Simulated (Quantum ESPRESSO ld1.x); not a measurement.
The numbers below are computed, except where a source is named.
Q: The mean radii <r> (bohr) of the occupied orbitals of an atom or ion are listed with their occupations. Code: ld1.x of Quantum ESPRESSO 7.5. Model: scalar-relativistic Kohn-Sham, LDA (Slater exchange, VWN5 correlation), spin-polarised, spherical densities, point nucleus.

| orbital | occ. | <r> |
|---|---|---|
| 1s up | 1 | 0.02509 |
| 1s down | 1 | 0.02509 |
| 2s up | 1 | 0.1075 |
| 2s down | 1 | 0.1075 |
| 2p up | 3 | 0.09428 |
| 2p down | 3 | 0.09428 |
| 3s up | 1 | 0.2856 |
| 3s down | 1 | 0.2856 |
| 3p up | 3 | 0.2835 |
| 3p down | 3 | 0.2835 |
| 3d up | 5 | 0.2601 |
| 3d down | 5 | 0.2601 |
| 4s up | 1 | 0.6544 |
| 4s down | 1 | 0.6543 |
| 4p up | 3 | 0.6933 |
| 4p down | 3 | 0.6931 |
| 4d up | 5 | 0.7675 |
| 4d down | 5 | 0.7663 |
| 5s up | 1 | 1.532 |
| 5s down | 1 | 1.527 |
| 5p up | 3 | 1.748 |
| 5p down | 2 | 1.743 |
| 5d up | 1 | 2.418 |
| 6p up | 1 | 4.159 |

Name the element and its charge. Open shells, if any, are filled with parallel spins first.

A: Z = 57, lanthanum, charge +2: La2+ in [Kr] 4d10 5s2 5p5 5d1 6p1. The 1s radius gives Z: for a bare nucleus <r> = (2 gamma + 1)/(2Z) with gamma = sqrt(1 - (Z/c)^2), 0.02473 bohr for Z = 57, and screening makes it slightly larger (0.02509 here). The occupations add up to 55, and the charge is Z minus that.
